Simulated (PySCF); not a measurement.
Hf(H)3(SH) (H4HfS), SMILES [SH][HfH3], multiplicity 1. Atoms are numbered in the order given.

```xyz
6

Hf    -0.0001     0.4247     0.0000
H      1.7787     0.9324     0.0000
H     -0.8623     1.0642    -1.5032
H     -0.8623     1.0642     1.5032
S     -0.0822    -1.9832     0.0000
H      1.2706    -1.9101     0.0000
```
Charge 0, spin multiplicity 1.

The structure is a stationary point at PBE0-D3(BJ)/def2-TZVP. The spin state was assumed, not searched. The def2 effective core potentials stand for the cores of Hf; spin–orbit coupling is left out.

The numbers are results of PBE0-D3(BJ)/def2-TZVP (PySCF), not measurements.

Frequencies are harmonic and unscaled.

### Question
Estimate the vibrational spectrum. (An estimate is asked for; the answer gives what the named calculation found.)

### Answer

| mode | ν (cm⁻¹) | IR (km/mol) | moving atoms (share of kinetic energy) |
|---|---|---|---|
| 1 | 120 | 0.1 | H 99 % |
| 2 | 276 | 28.3 | H 80 %, S 16 % |
| 3 | 349 | 34.5 | H 95 % |
| 4 | 357 | 30.7 | S 52 %, H 39 %, Hf 9 % |
| 5 | 506 | 11.7 | H 81 %, S 17 % |
| 6 | 573 | 241.6 | H 94 % |
| 7 | 636 | 71.0 | H 100 % |
| 8 | 649 | 74.5 | H 100 % |
| 9 | 1707 | 449.8 | H 99 % |
| 10 | 1712 | 431.8 | H 99 % |
| 11 | 1755 | 217.5 | H 100 % |
| 12 | 2631 | 6.0 | H 97 % |
